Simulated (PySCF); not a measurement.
# `FC(F)(F)C([SiH3])=C=C[SiH3]`, C4H7F3Si2

Cartesian coordinates in Å; atom numbers follow the order of the lines, from 1:
```xyz
16

F     2.164   -1.337   -1.452
C     1.783   -1.249   -0.171
F     1.115   -2.360    0.130
F     2.901   -1.239    0.564
C     0.976   -0.002    0.056
Si    1.674    1.678   -0.447
C    -0.215   -0.081    0.603
C    -1.422   -0.132    1.097
Si   -2.939   -0.345    0.002
H     1.838    1.745   -1.928
H     3.003    1.888    0.198
H     0.705    2.712    0.010
H    -1.541   -0.063    2.186
H    -4.149   -0.310    0.874
H    -3.011    0.762   -0.997
H    -2.882   -1.650   -0.720
```

Method: PySCF 2.14.0, TDDFT CAM-B3LYP/aug-cc-pVDZ circular dichroism and optical rotation, one conformer, gas phase. Geometry: PBE0-D3(BJ)/def2-SVP.

No stereocentre is labelled: unless the shape is locked (an allene, a helicene, a hindered biaryl), the mirror image is equally populated and a measured rotation or CD is zero.

Draw the ECD and absorption spectra from the lowest 12 states, each a Gaussian of half-width 0.3 eV at 1/e height.


| E (eV) | λ (nm) | Δε (L mol⁻¹ cm⁻¹) | ε (L mol⁻¹ cm⁻¹) |
| --- | --- | --- | --- |
| 5.03 | 246 | -0.03 | 4.94 |
| 5.13 | 242 | -0.07 | 13.5 |
| 5.23 | 237 | -0.13 | 29.6 |
| 5.33 | 232 | -0.21 | 52.2 |
| 5.43 | 228 | -0.24 | 73.9 |
| 5.53 | 224 | -0.20 | 84.5 |
| 5.63 | 220 | -0.09 | 79.3 |
| 5.73 | 216 | +0.06 | 67.3 |
| 5.83 | 213 | +0.23 | 75.3 |
| 5.93 | 209 | +0.57 | 154 |
| 6.03 | 206 | +1.36 | 379 |
| 6.13 | 202 | +2.88 | 843 |
| 6.23 | 199 | +5.20 | 1670 |
| 6.33 | 196 | +8.25 | 3200 |
| 6.43 | 193 | +12.50 | 6510 |
| 6.53 | 190 | +19.36 | 13600 |
| 6.63 | 187 | +29.77 | 26100 |
| 6.73 | 184 | +41.67 | 42900 |
| 6.83 | 181 | +49.99 | 58300 |
| 6.93 | 179 | +50.96 | 64700 |
| 7.03 | 176 | +45.60 | 58800 |
| 7.13 | 174 | +37.59 | 43800 |
| 7.23 | 171 | +29.01 | 27100 |
| 7.33 | 169 | +20.18 | 14100 |
| 7.43 | 167 | +12.13 | 6540 |
| 7.53 | 165 | +7.30 | 3330 |
| 7.63 | 162 | +7.91 | 2650 |
| 7.73 | 160 | +14.25 | 3020 |
| 7.83 | 158 | +23.70 | 3490 |

Δε uses R in velocity form, ε uses f in length form. Only the states computed contribute, so the short-wavelength end is incomplete.
